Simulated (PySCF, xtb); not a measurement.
VCl4, SMILES [Cl][V]([Cl])([Cl])[Cl] (connectivity only; charge and spin as stated), neutral, multiplicity 2.

Harmonic wavenumbers (cm⁻¹) from GFN2-xTB (xtb) at its own minimum, in rising order: 77, 82, 120, 138, 138, 341, 342, 429, 430.

Problem. What does B3LYP-D3(BJ)/def2-SVP in PySCF give at its own minimum? (The exact figures need the calculation; the answer reports its results.)

Solution. 70, 124, 124, 127, 149, 379, 477, 477, 509. Paired by order, the mean absolute difference is 42 cm⁻¹ and the zero-point energies are 3.0 and 3.5 kcal/mol.
